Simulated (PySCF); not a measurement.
# Computed records: AlB₂H₃N

Calculation on a computer-drawn molecule: the log of a Hartree-Fock and frozen-core CCSD(T) single point meant for a local Hartree-Fock minimum, with one planted fault or none, to be diagnosed. Offsets are logged minus clean, where the clean run is the same molecule without the fault. The reference is restricted for singlets and unrestricted otherwise, and also for a bond in bohr or an excited solution. Adding or removing an electron swaps singlet and doublet. The excited solution moves the top pair (singlet) or top alpha electron (doublet) to the lowest empty orbital. Highest occupied and lowest empty are orbital energies over both spins, largest force is the largest gradient component, triples share is (T) over the correlation energy, the T1 limit is 0.02 restricted and 0.045 unrestricted, electrons count all cores, a negative frequency is imaginary (commonest isotopes), and the dipole is about the centre of nuclear charge. Program: PySCF 2.14.0.

```json
{"formula": "AlB2H3N", "logged_structure": {"atoms_angstrom": [["B", -1.7935, 2.3811, -0.1712], ["B", -1.7063, 0.8736, 0.4763], ["N", -1.6409, -0.2539, 0.9609], ["Al", -1.5416, -1.9643, 1.6959], ["H", -1.8559, 3.4596, -0.6346], ["H", -1.4508, -1.9785, 3.2507], ["H", -1.5653, -3.1075, 0.6384]]}, "given": {"meant_charge": 1, "meant_multiplicity": 1, "meant_basis": "cc-pV(D+d)Z", "logged_electrons": 32, "logged_basis_functions": 80, "logged_SCF_converged": "yes", "logged_spin_squared": 2.0181, "logged_highest_occupied [eV]": -14.235, "logged_lowest_empty [eV]": -6.7774, "logged_largest_force [hartree/bohr]": 0.16435, "logged_T1_diagnostic": 0.033495, "logged_D1_diagnostic": 0.16728, "logged_triples_share": 0.028046, "logged_CC_converged": "yes", "logged_dipole_magnitude [debye]": 3.598, "logged_SCF_stable_within_its_kind": "yes", "logged_energy_HF [hartree]": -347.13704, "logged_energy_CCSD(T) [hartree]": -347.48885, "possible_faults": "no fault, one electron removed, one electron added, multiplicity raised by two, geometry at a saddle point, SCF held on an excited solution, minimal basis STO-3G, one bond length entered in bohr, all coordinates scaled", "drawn_bonds_atom": [1, 2, 3, 1, 4, 4], "drawn_bonds_other_atom": [2, 3, 4, 5, 6, 7], "drawn_bonds_order": [1, 2, 1, 1, 1, 1]}, "results": {"planted_fault": "multiplicity raised by two", "HF_energy_offset_from_clean_run [kcal/mol]": 28.26, "CCSD(T)_energy_offset_from_clean_run [kcal/mol]": 63.29}}
```
